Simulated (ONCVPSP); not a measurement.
Br (Z = 35), ONCV: configuration errors across variants

```json
{
 "Element": "bromine",
 "Generator": "ONCVPSP 4.0.1",
 "Type": "optimised norm-conserving Vanderbilt (ONCV)",
 "Functional": "PBE",
 "Relativity": "non-relativistic",
 "Frozen core": "[Ne]",
 "Valence charge": "25",
 "Reference configuration": "3s2 3p6 3d10 4s2 4p4.5 (charge +0.5)",
 "Partial waves": "3s+4s: rc 0.95 bohr, ncon 3, nbas 6, qcut 12 1/bohr, 2 projectors; 3p+4p: rc 1.10 bohr, ncon 4, nbas 9, qcut 12.6 1/bohr, 2 projectors; 3d: rc 1.15 bohr, ncon 4, nbas 9, qcut 13.1 1/bohr, 3 projectors, debl 3.4 Ha",
 "Local potential": "polynomial inside 0.95 bohr (lpopt 1, dvloc0 6 Ha)",
 "Core correction": "Teter function fitted to the true core (icmod 2), fcfact 0.25"
}
```

All-electron excitation energies from the reference (eV): (1) 3s2 3p6 3d10 4s2 4p5 -5.091; (2) 3s2 3p6 3d10 4s2 4p4 7.490; (3) 3s2 3p6 3d10 4s2 4p3 30.247; (4) 3s2 3p6 3d10 4s1 4p5 19.689.

Errors AE − PS in meV (a dash: test not solved or not reliable):

```json
{"change": "base", "(1)": "0.0", "(2)": "0.0", "(3)": "-0.3", "(4)": "-2.0", "bound ghosts": "none", "GHOST(+) flags above zero": "none"}
{"change": "p: qcut 7.9", "(1)": "0.0", "(2)": "0.0", "(3)": "-0.1", "(4)": "-3.3", "bound ghosts": "none", "GHOST(+) flags above zero": "none"}
{"change": "p: qcut 11.7", "(1)": "0.0", "(2)": "-0.1", "(3)": "-0.2", "(4)": "-2.2", "bound ghosts": "none", "GHOST(+) flags above zero": "none"}
{"change": "p: qcut 13.4", "(1)": "0.0", "(2)": "0.0", "(3)": "-0.3", "(4)": "-1.9", "bound ghosts": "none", "GHOST(+) flags above zero": "none"}
{"change": "p: qcut 15.1", "(1)": "-0.1", "(2)": "0.0", "(3)": "-0.3", "(4)": "-1.8", "bound ghosts": "none", "GHOST(+) flags above zero": "none"}
{"change": "p: qcut 17.2", "(1)": "0.0", "(2)": "0.0", "(3)": "-0.4", "(4)": "-1.7", "bound ghosts": "none", "GHOST(+) flags above zero": "none"}
{"change": "p: qcut 18.4", "(1)": "0.0", "(2)": "0.0", "(3)": "-0.4", "(4)": "-1.7", "bound ghosts": "none", "GHOST(+) flags above zero": "none"}
```

(1) Give the same row for: p: qcut 9.3.

Results:

(1) 0.0, 0.0, -0.1, -2.7; bound ghosts: none; GHOST(+) flags above zero: none.
